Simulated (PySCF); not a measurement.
# Choosing a basis for TDDFT

Compound: BBrH5P.
Numbering: `[PH3+:1][BH2-:2][Br:3]` (hydrogens: H4, H5, H6 on P1; H7, H8 on B2)

Geometry (PBE0-D3(BJ)/def2-SVP, Å), atoms numbered from 1 in this order:
```
atom  x, y, z in Å
P1     0.3728    0.1678    0.5040
B2    -1.4823   -0.4197    0.4244
Br3   -2.4599    1.2896    0.8684
H4     0.7913    0.6944    1.7469
H5     1.4041   -0.7692    0.2353
H6     0.7158    1.2207   -0.3740
H7    -1.5937   -1.2722    1.2810
H8    -1.6623   -0.7885   -0.7176
```

TDDFT with PBE0 (PySCF), vertical singlets, core orbitals frozen in the response, spherical d and f functions. Geometry: PBE0-D3(BJ)/def2-SVP; no solvent, vibrations or thermal averaging. The PBE0/6-31G* calculation is non-relativistic and has no spin–orbit coupling, an omission that weighs most on bromine.

```json
{"basis": "6-31G*", "functions": "74", "diffuse": "no", "S1 (eV)": "5.98", "S2 (eV)": "6.17", "S3 (eV)": "6.40", "S4 (eV)": "6.49", "S5 (eV)": "6.94", "LUMO (eV)": "0.12", "α (au)": "53.8"}
{"basis": "def2-SVP", "functions": "89", "diffuse": "no", "S1 (eV)": "5.97", "S2 (eV)": "6.12", "S3 (eV)": "6.38", "S4 (eV)": "6.49", "S5 (eV)": "6.64", "LUMO (eV)": "0.15", "α (au)": "54.2"}
{"basis": "def2-SVPD", "functions": "125", "diffuse": "yes", "S1 (eV)": "5.86", "S2 (eV)": "5.98", "S3 (eV)": "6.19", "S4 (eV)": "6.29", "S5 (eV)": "6.38", "LUMO (eV)": "-0.24", "α (au)": "68.0"}
{"basis": "aug-cc-pVDZ", "functions": "131", "diffuse": "yes", "S1 (eV)": "5.73", "S2 (eV)": "5.83", "S3 (eV)": "5.89", "S4 (eV)": "6.09", "S5 (eV)": "6.28", "LUMO (eV)": "-0.65", "α (au)": "67.8"}
{"basis": "def2-TZVP", "functions": "146", "diffuse": "no", "S1 (eV)": "5.85", "S2 (eV)": "5.96", "S3 (eV)": "6.25", "S4 (eV)": "6.30", "S5 (eV)": "6.48", "LUMO (eV)": "-0.18", "α (au)": "63.2"}
{"basis": "def2-TZVPD", "functions": "182", "diffuse": "yes", "S1 (eV)": "5.76", "S2 (eV)": "5.85", "S3 (eV)": "6.00", "S4 (eV)": "6.14", "S5 (eV)": "6.24", "LUMO (eV)": "-0.45", "α (au)": "68.9"}
{"basis": "aug-cc-pVTZ", "functions": "270", "diffuse": "yes", "S1 (eV)": "5.74", "S2 (eV)": "5.81", "S3 (eV)": "5.87", "S4 (eV)": "6.06", "S5 (eV)": "6.23", "LUMO (eV)": "-0.65", "α (au)": "69.0"}
```

Task: How much do these states and the polarisability depend on the basis?

Result: States are compared by their number. Against the largest diffuse basis here (aug-cc-pVTZ, itself not a converged limit), sets without diffuse functions differ by up to 0.25 eV in S1 and 0.71 eV in S5; the smaller diffuse sets differ by up to 0.13 and 0.15 eV. State by state, the largest deviation of a set without diffuse functions is S1 0.25, S2 0.36, S3 0.53, S4 0.43, S5 0.71 eV. The same number needn't mean the same state in each row. Against aug-cc-pVTZ the polarisability deviates by -22% in 6-31G*, -21% in def2-SVP, -2% in def2-SVPD, -2% in aug-cc-pVDZ, -8% in def2-TZVP, 0% in def2-TZVPD.

Without π bonds the low states may be Rydberg-like; a valence basis with one diffuse set may place them up to an eV too high.
